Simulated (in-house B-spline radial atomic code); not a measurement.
RPA and G0W0 on wB97X: the zinc ion Zn²⁺

Configuration [Ar] 3d10, mean-field start wB97X. Computed with an all-electron radial atomic-structure program (B-spline basis): all electrons, non-relativistic, point nucleus, each spin shell either full or empty, empty states to l = 9 with an (l + 1/2)⁻⁴ tail; G0W0 by contour deformation at full frequency.

Command:
```bash
python run_gw.py task.json out
```
Settings (radii: box in bohr, nucleus in fm):
```
Z                        30
electrons                28
configuration            [Ar] 3d10
hamiltonian              nr
method                   wb97x
lmax                     9
spin_polarised           False
box_radius               17.55
intervals                52
```

Time taken, with all properties: 2.2 s on 1 thread of Arm Neoverse N1, with other jobs on the host.

Energies (hartree):

```tsv
term	value
mean-field total	-1778.49107
Hartree-Fock functional on these orbitals	-1776.94179
direct second order	-2.4741
second-order exchange	0.70751
SOSEX correction	0.63836
```

(1) What is the RPA correlation energy, and what remains with SOSEX?

Quasi-particle levels (eV):

```csv
level,occupied,mean field,Σx - vxc,Σc,QP weight,G0W0
3d,yes,-36.28,-6.49,?,?,?
4s,no,-17.969,1.56,-1.23,0.984,-17.640
```

G0W0 = mean field + (Σx - vxc) + Σc, with Σc (partial-wave tail included) taken at the quasi-particle energy. Only the outer levels were computed. Levels of low weight are left out.

(2) Where does G0W0 put 3d?

Results:

(1) RPA gives -2.0646 hartree (-2.01 eV per electron); RPA + SOSEX gives -1.4263, and the second-order doubles -1.7666 hartree (no singles). RPA lacks exchange-type terms and so overcorrelates at short range.

(2) At -40.66 eV, with Σc = 2.11 eV and a quasi-particle weight of 0.924. The tabulated removal energy is 39.723 eV (NIST, measured); the calculation leaves out relativity, Breit and QED terms, and what these don't explain is the method's own error.
